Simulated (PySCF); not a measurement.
Vertical excitations of a molecule C2H5FSi2 from PySCF with TDDFT-PBE/def2-SVPD, as energy in eV (oscillator strength): 5.04 (0.007), 5.68 (0.005), 5.99 (0.012), 6.19 (0.029), 6.40 (0.215), 6.50 (0.016), 6.66 (0.007), 6.77 (0.003), 6.88 (0.002), 6.91 (0.003). Lowest triplet (TDA): 4.59 eV. Geometry: B3LYP-D3(BJ)/def2-SVP. Other conformers were not sampled.

Task: Which molecule gave these data?
A) F[Si@H]1C=C[SiH2]1
B) F[SiH2]C#C[SiH3]
C) C#C[Si@@H](F)[SiH3]
D) C#C[SiH2][SiH2]F

Result: C, C#C[Si@@H](F)[SiH3]
